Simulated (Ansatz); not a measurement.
Geometry optimisation, RKS revPBE-D4/def2-mTZVP (Ansatz).

input.yaml

```yaml
crystal:
  periodic: [false, false, false]
  atoms:
    - { symbol: Ga, position_ang: [-0.052544, 0.206517, -0.99891] }
    - { symbol: Cl, position_ang: [1.736273, -0.256291, 1.906266] }
    - { symbol: H, position_ang: [2.133286, 0.189375, 0.70111] }
    - { symbol: O, position_ang: [-1.864881, -0.118208, -0.887049] }
    - { symbol: H, position_ang: [-2.244834, -0.868093, -0.387716] }
basis:
  gaussian: { orbitals: def2-mTZVP }
hamiltonian:
  xc: revpbe
  dispersion: d4
relax:
  f_tol: 0.03
  max_steps: 50
```

Run as:

```bash
$ ansatz run input.yaml --threads 2 --pin off --max-ram 3072MiB --backend cpu --events-out ev --progress --plain --runs-dir out
```

Question: Where does it end, and by what steps?

Answer: It converged. The force dipped under the threshold on the way, but the program's further checks kept it going. After 19 steps the energy has fallen by 0.096 eV; Cl2 moved furthest, 1.18 Å.

```json
{"step": "0", "energy less start (eV)": "0.0000", "largest force component (eV/Å)": "0.755", "accepted": "yes"}
{"step": "1", "energy less start (eV)": "-0.0190", "largest force component (eV/Å)": "0.741", "accepted": "yes"}
{"step": "2", "energy less start (eV)": "-0.0273", "largest force component (eV/Å)": "0.615", "accepted": "yes"}
{"step": "3", "energy less start (eV)": "-0.0375", "largest force component (eV/Å)": "0.072", "accepted": "yes"}
{"step": "4", "energy less start (eV)": "-0.0416", "largest force component (eV/Å)": "0.053", "accepted": "yes"}
{"step": "5", "energy less start (eV)": "-0.0454", "largest force component (eV/Å)": "0.263", "accepted": "yes"}
{"step": "6", "energy less start (eV)": "0.0993", "largest force component (eV/Å)": "2.102", "accepted": "no"}
{"step": "7", "energy less start (eV)": "-0.0547", "largest force component (eV/Å)": "0.124", "accepted": "yes"}
{"step": "8", "energy less start (eV)": "-0.0599", "largest force component (eV/Å)": "0.255", "accepted": "yes"}
{"step": "9", "energy less start (eV)": "-0.0700", "largest force component (eV/Å)": "0.111", "accepted": "yes"}
{"step": "10", "energy less start (eV)": "-0.0814", "largest force component (eV/Å)": "0.045", "accepted": "yes"}
{"step": "11", "energy less start (eV)": "-0.0811", "largest force component (eV/Å)": "0.327", "accepted": "no"}
{"step": "12", "energy less start (eV)": "-0.0858", "largest force component (eV/Å)": "0.030", "accepted": "yes"}
{"step": "13", "energy less start (eV)": "-0.0894", "largest force component (eV/Å)": "0.123", "accepted": "yes"}
{"step": "14", "energy less start (eV)": "-0.0913", "largest force component (eV/Å)": "0.168", "accepted": "yes"}
{"step": "15", "energy less start (eV)": "-0.0942", "largest force component (eV/Å)": "0.071", "accepted": "yes"}
{"step": "16", "energy less start (eV)": "-0.0943", "largest force component (eV/Å)": "0.051", "accepted": "yes"}
{"step": "17", "energy less start (eV)": "-0.0958", "largest force component (eV/Å)": "0.011", "accepted": "yes"}
{"step": "18", "energy less start (eV)": "-0.0959", "largest force component (eV/Å)": "0.040", "accepted": "yes"}
{"step": "19", "energy less start (eV)": "-0.0960", "largest force component (eV/Å)": "0.017", "accepted": "yes"}
```

```xyz
5
Properties=species:S:1:pos:R:3
Ga -0.359 -0.131 -0.238
Cl 2.867 0.060 1.789
H 1.766 0.015 1.049
O -1.866 -0.193 -1.282
H -2.702 -0.598 -0.984
```

Whether the end is a true minimum wasn't checked by a vibrational analysis.

The run took 16 s on 2 threads of Intel(R) Xeon(R) 6975P-C (Granite Rapids), with other jobs on the host, peak memory 0.16 GiB.
